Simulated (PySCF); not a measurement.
Gas-phase reaction: SnH₄ + 4 Cl → SnCl₄ + 4 H

Energies from PySCF (xtb for GFN2), thermal terms from the rigid-rotor harmonic-oscillator model, ideal gas at 1 bar. † marks an energy on the PBE0/def2-TZVP geometry and frequencies; other levels use their own. MP2 and CCSD(T) freeze the core. Open shells (unrestricted): Cl (multiplicity 2, electronic degeneracy 6), H (multiplicity 2); the rest are closed-shell singlets. GFN2 has no spin-polarisation term. Spin-orbit splitting is ignored; it lowers the true energy and changes the entropy of Cl. Sn: scalar-relativistic def2 core potential, no spin-orbit coupling. MP2 isn't extrapolated to the basis-set limit; its ΔH°(298 K) is -286.7 kJ in def2-SVP and -345.1 kJ in def2-TZVPP. CCSD(T) isn't extrapolated to the basis-set limit; its ΔH°(298 K) is -180.1 kJ in def2-SVP and -217.8 kJ in def2-TZVPP. The harmonic model lacks anharmonicity and excited electronic states, which grow with temperature; levels with a mode under 35 cm⁻¹ are left out. Soft modes under 120 cm⁻¹ make the harmonic entropy rough for SnCl₄.

```
level               ΔE electronic, kJ  ΔH°(298 K), kJ  ΔS°(298 K), J/K  ΔG°(1400 K), kJ
------------------  -----------------  --------------  ---------------  ---------------
CCSD(T)/def2-SVP†                -136            -180              -75             -113
GFN2-xTB                            1             -43              -58                0
HF/def2-TZVP†                    -116            -160              -75              -93
MP2/def2-SVP†                    -243            -287              -75             -220
MP2/def2-TZVPP†                  -301            -345              -75             -278
PBE/def2-TZVP†                   -275            -319              -75             -252
PBE0/def2-SVP†                   -229            -273              -75             -206
ωB97M-V/def2-TZVP†               -235            -280              -75             -213
```
ΔH° is lowest at MP2/def2-TZVPP† and highest at GFN2-xTB. No reference value is set beside these.
